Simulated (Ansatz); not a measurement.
## Reading a saddle point

A first-order saddle point of Si2NH10F, singlet, PBE0-D4/def2-TZVP, with one imaginary mode of 361i cm⁻¹:

```csv
atom,x (Å),y (Å),z (Å)
Si1,-0.3543,-1.2984,0.6774
H2,0.7139,-0.2293,1.2854
H3,-0.8580,-2.6469,0.2326
H4,-0.8154,-1.4223,2.1182
Si5,-1.7920,0.3684,-0.1371
H6,1.7007,-0.0153,-1.0242
F7,0.8876,-1.4986,-0.5429
H8,1.2973,0.5582,0.4199
N9,1.7330,0.8961,-0.5366
H10,-2.0720,1.4067,0.8985
H11,-1.1188,1.1329,-1.2514
H12,-3.0961,-0.0760,-0.7046
H13,1.1033,1.5545,-0.9879
H14,2.6710,1.2699,-0.4475
```

Ansatz 0.2.0; basis: def2-TZVPP and def2-QZVPP; cores frozen in the correlated methods. Extrapolation: Hartree–Fock as exp(−7.88 √X), correlation as X^−2.97.

Q: Which contacts change along the imaginary mode, and what lies on either side? (Judge from chemistry; the calculation decides.)

A: Computed: The step is Si₂H₆ ([SiH3][SiH3]) + NH₃ + HF → Si₂H₅F ([F][SiH2][SiH3]) + NH₃ + H₂, with the molecules in contact on both sides. Shortening one way: Si1–F7, H2–H8, H6–N9; lengthening the same way: Si1–H2, H6–F7, H8–N9.
```tsv
pair	one side (Å)	saddle (Å)	other side (Å)
Si1–F7	3.00	1.75	1.61
H2–H8	2.64	1.31	0.75
H6–N9	1.58	1.03	1.01
Si1–H2	1.49	1.63	4.46
H6–F7	0.98	1.76	2.47
H8–N9	1.01	1.10	3.00
```

Q: Which side is lower, and how far does the saddle lie above each? (An estimate is asked for; the value comes from the calculation.)

A: By the calculation: The side with Si1–F7, H2–H8, H6–N9 short is lower by 55.4 kJ/mol; the saddle lies 172.6 kJ/mol above it and 117.2 kJ/mol above the other (CCSD(T) at an estimated basis limit (MP2 extrapolated from triple and quadruple zeta, plus CCSD(T) − MP2 in triple zeta); electronic energies).

The T1 diagnostic stays at or below 0.013.

Labels in which every atom is bracketed show which atoms are joined, not bond orders.

For scale, one of the runs: CCSD(T)/def2-TZVPP, 286 basis functions, launched by `ansatz run in.yaml --threads 8 --pin off --events-out ev --progress --plain --max-ram 19148MiB`. The run took 99 s on 8 CPU threads of an Arm Neoverse V2 (shared host), with 8.4 GiB of host memory at its peak.
